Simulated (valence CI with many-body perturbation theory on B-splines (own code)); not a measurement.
Results of a calculation; reference values are marked as such.
Ladder of approximations for Ar XIII

Level of theory: valence CI with perturbative core correlation (CI+MBPT): four valence electrons over a frozen Dirac-Fock core [He], a basis of 11 s, 11 p, 9 d, 7 f, 5 g, 2 h, 1 i functions for each j, with the one-electron correlation potential Σ1 (screened to all orders), the two-electron term Σ2, the three-electron term Σ3, Breit, model QED; selected single and double excitations, second order for the rest, scaled by the run's own slope (own B-spline code, finite nucleus).

No measured spectrum was set against this ion. As an estimate, levels of excited configurations hold to 0.05 to 0.15 % of their energy, terms of the ground configuration to about 0.5 %. Among the levels kept, up to 280 cm⁻¹ of a level comes from second order outside the variational space, and about a tenth of that is noise between levels of different J, which matters for small intervals.

Each rung adds one term. CI alone is the Dirac-Coulomb CI over the frozen core; QED comes last and gives the full result, which names the levels. Energies are above 2s²2p² ³P_0 on the same rung, in eV.

| Level | CI alone | Σ1 | Σ2 | Σ3 | Breit | QED | Full |
| --- | --- | --- | --- | --- | --- | --- | --- |
| 2s²2p² ³P_1 | 1.28 | +0.004 | -0.003 | +0.001 | -0.061 | +0.004 | 1.22 |
| 2s²2p² ³P_2 | 2.89 | +0.008 | -0.001 | 0.000 | -0.200 | +0.007 | 2.71 |
| 2s²2p² ¹D_2 | 10.71 | +0.010 | +0.030 | -0.028 | -0.176 | +0.007 | 10.56 |
| 2s²2p² ¹S_0 | 20.16 | +0.006 | +0.113 | -0.053 | -0.097 | +0.002 | 20.13 |
| 2s2p³ ⁵S°_2 | 28.55 | -0.137 | -0.041 | +0.024 | -0.106 | -0.099 | 28.19 |
| 2s2p³ ³D°_2 | 52.82 | -0.133 | -0.067 | -0.028 | -0.077 | -0.101 | 52.41 |
| 2s2p³ ³D°_1 | 52.86 | -0.133 | -0.067 | -0.029 | -0.054 | -0.101 | 52.48 |
| 2s2p³ ³D°_3 | 53.10 | -0.132 | -0.069 | -0.028 | -0.198 | -0.100 | 52.57 |
| 2s2p³ ³P°_0 | 61.78 | -0.129 | -0.035 | -0.043 | -0.030 | -0.100 | 61.45 |
| 2s2p³ ³P°_1 | 61.87 | -0.129 | -0.037 | -0.043 | -0.077 | -0.100 | 61.49 |
| 2s2p³ ³P°_2 | 62.06 | -0.128 | -0.038 | -0.043 | -0.108 | -0.099 | 61.64 |
| 2s2p³ ¹D°_2 | 78.33 | -0.131 | -0.237 | -0.089 | -0.139 | -0.103 | 77.63 |
| 2s2p³ ³S°_1 | 78.77 | -0.136 | -0.374 | -0.100 | -0.074 | -0.106 | 77.98 |
| 2s2p³ ¹P°_1 | 87.31 | -0.127 | -0.212 | -0.105 | -0.092 | -0.102 | 86.68 |
| 2p⁴ ³P_2 | 119.39 | -0.272 | -0.333 | -0.087 | -0.029 | -0.210 | 118.46 |
| 2p⁴ ³P_1 | 121.36 | -0.266 | -0.332 | -0.087 | -0.061 | -0.205 | 120.41 |
| 2p⁴ ³P_0 | 121.97 | -0.265 | -0.331 | -0.087 | -0.081 | -0.204 | 121.00 |
| 2p⁴ ¹D_2 | 128.18 | -0.264 | -0.291 | -0.087 | -0.101 | -0.206 | 127.23 |
| 2p⁴ ¹S_0 | 145.03 | -0.250 | -0.275 | -0.107 | +0.003 | -0.200 | 144.20 |

The middle columns are the shifts that each term adds.

Problem. How does the ionisation energy move along the ladder, and which term matters most?

Solution. CI alone 685.95, + Σ1 686.21, + Σ2 686.19, + Σ3 686.14, + Breit 685.89, + QED 685.90 eV. The largest step is Σ1, 0.26 eV, with Breit about as large (-0.25). NIST lists 685.5 ± 0.3 eV (semi-empirical).
